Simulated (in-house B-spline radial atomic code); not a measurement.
A fraction x of an electron is removed from 5p in Gd⁵⁺, starting from [Kr] 4d10 4f6 5s2 5p5 and keeping the highest spin. Level of theory: scalar-relativistic (X2C) BP86, spin-polarised, spherical fractional occupations, Fermi nucleus of rms radius 5.1569 fm; calculated with a radial B-spline atomic code at the basis-set limit.

```
   x  E(x) - E(0) (eV)  5p down level (eV)
   0            0.0000             -80.126
0.03            2.4102             -80.551
0.21           17.1387             -83.101
 0.3           24.6753             -84.380
0.45           37.4924             -86.515
 0.5           41.8360             -87.228
 0.6           50.6301             -88.656
0.67           56.8710             -89.657
0.77           65.9083             -91.088
0.95           82.5363             -93.668
   1           87.2376             -94.386
```

The exact functional would give a straight line between the two integer points. Deviations E(x) - E(0) - x[E(1) - E(0)], in eV: -0.207 at x = 0.03, -1.181 at x = 0.21, -1.496 at x = 0.3, -1.765 at x = 0.45, -1.783 at x = 0.5, -1.712 at x = 0.6, -1.578 at x = 0.67, -1.265 at x = 0.77, -0.339 at x = 0.95.

The curve lies below the straight line by up to 1.783 eV (at x = 0.5): convex, the delocalisation error that favours fractional charges.

How well does Slater's transition state (minus the level at half occupation) give the ionisation energy?

It gives 87.228 eV against 87.238 eV from the two total energies; NIST lists 89.00 eV, ground level to ground level.
